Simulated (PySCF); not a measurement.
Isomers of C5H11B, mass 82.095 u with the commonest isotopes. Method: PBE0-D3(BJ)/def2-SVP geometry optimisation, gas phase in PySCF 2.14.0. One conformer each, none proved a minimum here; rigid rotors.

Question: Order these by out-of-plane moment Σ m c² = (Ia + Ib − Ic)/2, smallest first.
A. `[BH2:1][CH:2]1[CH2:3][CH2:4][CH2:5][CH2:6]1` with H–B1–C2–C3 -27° and 159°, B1–C2–C3–C4 -174°, C2–C3–C4–C5 17°, C3–C4–C5–C6 7°, C4–C5–C6–C2 -29°
B. `[BH2:1]/[CH:2]=[C:3](/[CH3:4])[CH2:5][CH3:6]` with C2–C3–C5–C6 -97°
C. `[BH:1]1[CH2:2][CH2:3][CH2:4][CH2:5][CH2:6]1` with C6–B1–C2–C3 19°, B1–C2–C3–C4 -38°, C2–C3–C4–C5 60°, C3–C4–C5–C6 -60°

Answer: A (10.32 u·Å²), C (11.52 u·Å²), B (16.30 u·Å²).

Question: Order these by dipole moment, smallest first.
A. `[BH2:1][CH:2]1[CH2:3][CH2:4][CH2:5][CH2:6]1` with H–B1–C2–C3 -27° and 159°, B1–C2–C3–C4 -174°, C2–C3–C4–C5 17°, C3–C4–C5–C6 7°, C4–C5–C6–C2 -29°
B. `[BH:1]1[CH2:2][CH2:3][CH2:4][CH2:5][CH2:6]1` with C6–B1–C2–C3 19°, B1–C2–C3–C4 -38°, C2–C3–C4–C5 60°, C3–C4–C5–C6 -60°
C. `[BH2:1]/[CH:2]=[C:3](/[CH3:4])[CH2:5][CH3:6]` with C2–C3–C5–C6 -97°

Answer: B (0.49 D), A (0.74 D), C (2.42 D).

Question: Order these by radius of gyration √(Σ m r²/M), smallest first.
A. `[BH2:1][CH:2]1[CH2:3][CH2:4][CH2:5][CH2:6]1` with H–B1–C2–C3 -27° and 159°, B1–C2–C3–C4 -174°, C2–C3–C4–C5 17°, C3–C4–C5–C6 7°, C4–C5–C6–C2 -29°
B. `[BH:1]1[CH2:2][CH2:3][CH2:4][CH2:5][CH2:6]1` with C6–B1–C2–C3 19°, B1–C2–C3–C4 -38°, C2–C3–C4–C5 60°, C3–C4–C5–C6 -60°
C. `[BH2:1]/[CH:2]=[C:3](/[CH3:4])[CH2:5][CH3:6]` with C2–C3–C5–C6 -97°

Answer: B (1.645 Å), A (1.697 Å), C (1.844 Å).

```json
{"SMILES": "B1CCCCC1", "point group": "Cs", "Ia (u·Å²)": "112.21", "Ib (u·Å²)": "121.46", "Ic (u·Å²)": "210.62", "κ": "0.67", "μa (D)": "0.00", "μb (D)": "0.46", "μc (D)": "0.17"}
{"SMILES": "B/C=C(/C)CC", "point group": "C1", "Ia (u·Å²)": "124.12", "Ib (u·Å²)": "171.39", "Ic (u·Å²)": "262.91", "κ": "-0.04", "μa (D)": "2.18", "μb (D)": "1.06", "μc (D)": "0.14"}
{"SMILES": "BC1CCCC1", "point group": "near Cs", "Ia (u·Å²)": "79.81", "Ib (u·Å²)": "166.83", "Ic (u·Å²)": "226.00", "κ": "-0.61", "μa (D)": "0.71", "μb (D)": "0.01", "μc (D)": "0.20"}
```
